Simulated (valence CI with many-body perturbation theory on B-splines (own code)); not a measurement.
E1 transitions of Sm L

Level of theory: relativistic CI+MBPT: three valence electrons over a frozen Dirac-Fock core [Ne], radial functions for each j: 11 s, 11 p, 9 d, 7 f, 5 g, 2 h, 1 i, with the one-electron correlation potential Σ1 (screened to all orders), the two-electron term Σ2, the three-electron term Σ3, Breit, model QED; selected single and double excitations, second order for the rest (own B-spline code, finite nucleus).

The last digits are not significant, and no measured levels were compared; by estimate large intervals hold to a few tenths of a per cent, small ones and those within an open d or f shell to about a per cent.

Lines 51 to 100 of 272 in falling wavelength, among levels below 849.37 eV, chosen from the strongest by gf and those to the six lowest levels. Wavelengths and rates use the calculated energies. Electric multipoles are in the length gauge, E1 and E2 with the static RPA response of the core. Weak lines are less certain than strong ones. Lines between different terms over intervals too small for the method are left out, as are lines whose strength nearly cancels. Where a level lies close to another of its J and parity, the split of strength between their lines is uncertain. The highest levels of a list are the least certain.

Levels are named by their leading jj configuration (3d3/2^4 stands for four electrons in 3d with j = 3/2), which in mixed levels can hold well under half, so a name can repeat and another be missing. Letters in brackets count levels of one name in rising energy.

| λ vac (Å) | Upper | Lower | A (s⁻¹) | S (a.u.) with core polarisation | S without |
| --- | --- | --- | --- | --- | --- |
| 66.32 | (3s 3p1/2 3d5/2) J=5/2 [a] | (3s 3p1/2 3p3/2) J=3/2 [b] | 1.27e+09 | 1.10e-03 | 1.11e-03 |
| 66.15 | (3s 3d3/2 3d5/2) J=7/2 [b] | (3s 3p3/2 3d5/2) J=7/2 [a] | 1.61e+10 | 1.84e-02 | 1.87e-02 |
| 64.59 | (3s 3p1/2 3d3/2) J=3/2 [b] | (3s 3p1/2 3p3/2) J=5/2 | 1.17e+08 | 6.23e-05 | 6.41e-05 |
| 63.78 | (3s 3d3/2 3d5/2) J=3/2 [b] | (3s 3p3/2 3d3/2) J=1/2 [b] | 2.85e+10 | 1.46e-02 | 1.48e-02 |
| 63.61 | (3s 3d3/2 3d5/2) J=7/2 [b] | (3s 3p3/2 3d3/2) J=5/2 [b] | 4.53e+10 | 4.60e-02 | 4.67e-02 |
| 62.88 | (3s 3d3/2 3d5/2) J=7/2 [b] | (3s 3p3/2 3d5/2) J=5/2 [a] | 3.65e+10 | 3.58e-02 | 3.64e-02 |
| 62.37 | (3p1/2 3p3/2 3d5/2) J=3/2 [a] | (3p1/2 3p3/2^2) J=3/2 | 3.70e+10 | 1.77e-02 | 1.80e-02 |
| 61.63 | (3s 3p1/2 3d5/2) J=3/2 | (3s 3p1/2 3p3/2) J=1/2 | 7.04e+10 | 3.25e-02 | 3.30e-02 |
| 61.19 | (3s 3d3/2 3d5/2) J=1/2 | (3s 3p3/2 3d3/2) J=1/2 [b] | 6.96e+10 | 1.57e-02 | 1.60e-02 |
| 61.12 | (3s 3p1/2 3d3/2) J=1/2 | (3s 3p1/2 3p3/2) J=3/2 [a] | 4.16e+09 | 9.38e-04 | 9.54e-04 |
| 60.50 | (3s 3p1/2 3d5/2) J=5/2 [a] | (3s 3p1/2 3p3/2) J=5/2 | 3.98e+09 | 2.61e-03 | 2.65e-03 |
| 60.41 | (3s 3p1/2 3d5/2) J=5/2 [b] | (3s 3p1/2 3p3/2) J=3/2 [b] | 6.11e+10 | 3.99e-02 | 4.05e-02 |
| 60.26 | (3p1/2 3p3/2 3d5/2) J=5/2 [a] | (3p1/2 3p3/2^2) J=5/2 | 4.33e+10 | 2.80e-02 | 2.85e-02 |
| 60.23 | (3s 3p1/2 3d3/2) J=3/2 [b] | (3s 3p1/2 3p3/2) J=3/2 [a] | 5.75e+09 | 2.48e-03 | 2.52e-03 |
| 59.91 | (3s 3d3/2 3d5/2) J=9/2 | (3s 3p3/2 3d5/2) J=9/2 | 1.75e+10 | 1.85e-02 | 1.88e-02 |
| 59.51 | (3s 3p3/2 3d5/2) J=5/2 [a] | (3s 3p3/2^2) J=5/2 | 6.27e+10 | 3.91e-02 | 3.97e-02 |
| 59.20 | (3s 3p1/2 3d5/2) J=3/2 | (3s 3p1/2 3p3/2) J=3/2 [b] | 2.71e+10 | 1.11e-02 | 1.13e-02 |
| 58.90 | (3s 3d3/2 3d5/2) J=5/2 [b] | (3s 3p3/2 3d3/2) J=3/2 [b] | 6.18e+10 | 3.74e-02 | 3.80e-02 |
| 58.87 | (3s 3p3/2 3d3/2) J=5/2 [b] | (3s 3p3/2^2) J=5/2 | 2.60e+10 | 1.57e-02 | 1.60e-02 |
| 58.57 | (3p1/2 3p3/2 3d5/2) J=1/2 | (3p1/2 3p3/2^2) J=1/2 | 1.67e+11 | 3.32e-02 | 3.37e-02 |
| 58.45 | (3s 3d3/2 3d5/2) J=3/2 [b] | (3s 3p3/2 3d3/2) J=3/2 [b] | 5.39e+10 | 2.13e-02 | 2.16e-02 |
| 58.23 | (3s 3d3/2 3d5/2) J=7/2 [a] | (3s 3p3/2 3d3/2) J=5/2 [a] | 1.14e+11 | 8.92e-02 | 9.07e-02 |
| 58.18 | (3s 3p3/2 3d5/2) J=1/2 | (3s 3p3/2^2) J=1/2 | 2.07e+11 | 4.02e-02 | 4.09e-02 |
| 57.95 | (3s^2 3d5/2) J=5/2 | (3s^2 3p3/2) J=3/2 | 1.11e+11 | 6.39e-02 | 6.49e-02 |
| 57.89 | (3p1/2 3p3/2 3d5/2) J=3/2 [b] | (3p1/2 3p3/2^2) J=1/2 | 8.64e+10 | 3.31e-02 | 3.36e-02 |
| 57.86 | (3s 3p1/2 3d5/2) J=7/2 | (3s 3p1/2 3p3/2) J=5/2 | 7.83e+10 | 5.99e-02 | 6.08e-02 |
| 57.77 | (3p1/2^2 3d5/2) J=5/2 | (3p1/2^2 3p3/2) J=3/2 | 6.25e+10 | 3.57e-02 | 3.62e-02 |
| 57.65 | (3s 3d3/2^2) J=5/2 | (3p1/2 3p3/2^2) J=3/2 | 5.96e+10 | 3.38e-02 | 3.44e-02 |
| 57.34 | (3p1/2 3p3/2 3d5/2) J=5/2 [b] | (3p1/2 3p3/2^2) J=3/2 | 2.10e+11 | 1.17e-01 | 1.19e-01 |
| 57.33 | (3p1/2 3p3/2 3d5/2) J=7/2 [b] | (3p1/2 3p3/2^2) J=5/2 | 1.77e+11 | 1.31e-01 | 1.34e-01 |
| 57.04 | (3s 3p3/2 3d5/2) J=5/2 [b] | (3s 3p3/2^2) J=3/2 | 2.85e+11 | 1.57e-01 | 1.59e-01 |
| 56.85 | (3s 3p3/2 3d5/2) J=7/2 [a] | (3s 3p3/2^2) J=5/2 | 1.17e+11 | 8.46e-02 | 8.60e-02 |
| 56.66 | (3s 3p1/2 3d5/2) J=5/2 [a] | (3s 3p1/2 3p3/2) J=3/2 [a] | 1.32e+11 | 7.12e-02 | 7.23e-02 |
| 56.61 | (3s 3p3/2 3d5/2) J=3/2 [a] | (3s 3p3/2^2) J=5/2 | 3.67e+10 | 1.32e-02 | 1.34e-02 |
| 56.40 | (3s 3d3/2 3d5/2) J=5/2 [a] | (3s 3p3/2 3d3/2) J=3/2 [a] | 1.29e+11 | 6.85e-02 | 6.96e-02 |
| 56.29 | (3p1/2 3p3/2 3d5/2) J=5/2 [b] | (3p1/2 3p3/2^2) J=5/2 | 2.31e+10 | 1.22e-02 | 1.24e-02 |
| 56.18 | (3s 3p3/2 3d5/2) J=3/2 [b] | (3s 3p3/2^2) J=1/2 | 1.38e+11 | 4.81e-02 | 4.89e-02 |
| 55.89 | (3s 3d3/2 3d5/2) J=9/2 | (3s 3p3/2 3d3/2) J=7/2 | 1.92e+11 | 1.66e-01 | 1.68e-01 |
| 55.76 | (3s 3d3/2 3d5/2) J=3/2 [a] | (3s 3p3/2 3d3/2) J=1/2 [a] | 1.26e+11 | 4.32e-02 | 4.39e-02 |
| 55.55 | (3s 3p1/2 3d5/2) J=5/2 [b] | (3s 3p1/2 3p3/2) J=5/2 | 4.48e+10 | 2.27e-02 | 2.31e-02 |
| 55.48 | (3s 3d3/2 3d5/2) J=3/2 [a] | (3s 3p3/2 3d3/2) J=3/2 [a] | 3.76e+10 | 1.27e-02 | 1.29e-02 |
| 54.52 | (3s 3p1/2 3d5/2) J=3/2 | (3s 3p1/2 3p3/2) J=5/2 | 2.18e+10 | 6.99e-03 | 7.11e-03 |
| 53.85 | (3s 3d3/2 3d5/2) J=7/2 [b] | (3s 3p3/2 3d3/2) J=7/2 | 4.40e+10 | 2.71e-02 | 2.76e-02 |
| 53.81 | (3s 3d3/2 3d5/2) J=5/2 [b] | (3s 3p3/2 3d3/2) J=7/2 | 2.78e+10 | 1.28e-02 | 1.30e-02 |
| 53.40 | (3s 3p3/2 3d5/2) J=7/2 [b] | (3s 3p3/2^2) J=5/2 | 2.18e+11 | 1.31e-01 | 1.34e-01 |
| 53.14 | (3s 3d3/2 3d5/2) J=7/2 [b] | (3s 3p3/2 3d3/2) J=5/2 [a] | 2.54e+10 | 1.50e-02 | 1.53e-02 |
| 53.10 | (3s 3d3/2 3d5/2) J=5/2 [b] | (3s 3p3/2 3d3/2) J=5/2 [a] | 6.83e+10 | 3.03e-02 | 3.08e-02 |
| 52.29 | (3s 3p1/2 3d5/2) J=5/2 [b] | (3s 3p1/2 3p3/2) J=3/2 [a] | 7.20e+09 | 3.05e-03 | 3.10e-03 |
| 51.38 | (3s 3p1/2 3d5/2) J=3/2 | (3s 3p1/2 3p3/2) J=3/2 [a] | 4.68e+10 | 1.25e-02 | 1.28e-02 |
| 49.89 | (3s 3p3/2 3d5/2) J=3/2 [b] | (3s 3p3/2^2) J=5/2 | 5.17e+10 | 1.27e-02 | 1.29e-02 |
